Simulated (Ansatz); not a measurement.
Task: Name a neutral molecule of C, Cl, F, Si and H with HOMO–LUMO gap (PBE/def2-TZVPP) between 6.50 and 6.80 eV and HOMO energy (B3LYP/def2-TZVPP) between -8.75 and -8.45 eV (Ansatz, PBE0-D4/def2-TZVP geometry).

Result: `FC[SiH](F)Cl` (6.59 eV, -8.74 eV); `FCC[SiH2]Cl` (6.73 eV, -8.49 eV). Other molecules can fit too; these were computed, each in one conformer that needn't be the lowest.

B3LYP here is the variant with VWN-RPA as its local correlation; programs differ in this.
